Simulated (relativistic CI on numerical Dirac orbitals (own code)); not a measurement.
**Tc⁴⁺: M2,3 absorption edge**

Computed with this model: Dirac-Coulomb-Breit CI, separate exchange-only KLI orbitals for each configuration, model QED (radiative potential, 1s self-energy scaled to tabulated hydrogen-like ionisation energies), valence Slater integrals scaled by 0.8, multiplet model of core-to-valence dipole absorption; configurations [Kr] 4d3 → [Ne] 3s2 3p5 3d10 4s2 4p6 4d4; 80 K; Lorentzian 3 eV and Gaussian 0.4 eV FWHM. Energies are those of the free ion, without screening or charge transfer. The branching ratio is the share of the lower-energy edge in the whole absorption, uncertain by about 0.02 where the edges overlap. S is read from ⟨S²⟩ = S(S + 1).

Field parameters in Wybourne normalisation: D4h B²₀ = −7Ds, B⁴₀ = 21(Dq − Dt), B⁴₄ = 21√(5/14) Dq. The field is a parameter set, without covalency.

free ion: ground-state S = 1.49, centroid 438.71 eV, branching ratio 0.828. Peaks (eV, height): 435.5 (100), 456.0 (19).

D4h, 10Dq = 16450, Ds = 530, Dt = 290 cm⁻¹: ground-state S = 1.50, centroid 440.77 eV, branching ratio 0.740. Peaks (eV, height): 435.5 (100), 455.0 (35).

D4h, 10Dq = 28350, Ds = 2180, Dt = -20 cm⁻¹: ground-state S = 1.50, centroid 441.20 eV, branching ratio 0.734. Peaks (eV, height): 435.5 (100), 455.0 (39).

The statistical ratio of this edge is 2/3 = 0.667. Values above it arise where the holes sit mainly in the j = l + 1/2 valence subshell or the ground state has high spin; values below it where core-valence Coulomb terms move weight to the upper edge, as in nearly empty shells.

Strongest unbroadened transitions for D4h, 10Dq = 28350, Ds = 2180, Dt = -20 cm⁻¹:

| Energy (eV) | Relative strength |
| --- | --- |
| 433.80 | 46.7 |
| 433.84 | 61.5 |
| 433.91 | 27.3 |
| 434.62 | 37.1 |
| 434.75 | 23.8 |
| 434.94 | 24.1 |
| 435.21 | 100.0 |
| 435.44 | 26.7 |
| 435.54 | 25.7 |
| 435.71 | 38.7 |
| 436.25 | 32.3 |
| 436.45 | 24.6 |
| 436.53 | 45.2 |
| 436.89 | 25.3 |
| 454.18 | 39.6 |
| 454.58 | 32.7 |
| 455.41 | 48.1 |
| 456.49 | 27.9 |
